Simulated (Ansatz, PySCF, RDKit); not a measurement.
Noncovalent pair: CH4 (SMILES C) (first 5 atoms) with CH6Si (SMILES C[SiH3]); geometry from B3LYP-D3(BJ)/def2-TZVP.
(charge 0, multiplicity 1):
```xyz
13

C     -0.08744     0.01240     0.32097
H     -0.33357    -0.40107    -0.65602
H      0.57248    -0.67456     0.84871
H      0.41208     0.97190     0.19234
H     -1.00193     0.15110     0.89595
C      0.58336     1.13934     3.97605
Si    -0.21979    -0.54072     4.19919
H      0.67053     1.39037     2.91815
H      1.58419     1.15177     4.41150
H     -0.00599     1.91877     4.46247
H     -1.58098    -0.55461     3.61063
H     -0.33374    -0.87552     5.64015
H      0.58327    -1.59859     3.53925
```

Monomers are frozen at their geometry in the pair; levels with a basis set take the counterpoise correction. Rows marked so take none.

Frozen-core correlation. Rows in 6-31G* carry no dispersion term and start afresh at each structure (6-31G* with six Cartesian d functions).

The values were computed with Ansatz (an electronic-structure program); PySCF for 6-31G* rows, the dispersion terms; RDKit for the force fields. Each number belongs to the level named beside it.

```csv
level,interaction energy (meV)
MMFF94,0.1
SVWN5/def2-TZVPPD,-77.1
BP86/6-31G* (no counterpoise),30.5
revPBE-D3(BJ)/def2-TZVPPD,-54.0
revPBE-D4/def2-TZVPPD,-47.2
B3LYP/def2-TZVPPD,25.0
PBE0-D3(BJ)/def2-TZVPPD,-53.4
CCSD/aug-cc-pV(D+d)Z,-25.9
CCSD(T)/aug-cc-pV(D+d)Z,…
```

Question: Some entries are withheld; supply them.

Answer: 
- CCSD(T)/aug-cc-pV(D+d)Z, interaction energy (meV): -34.7
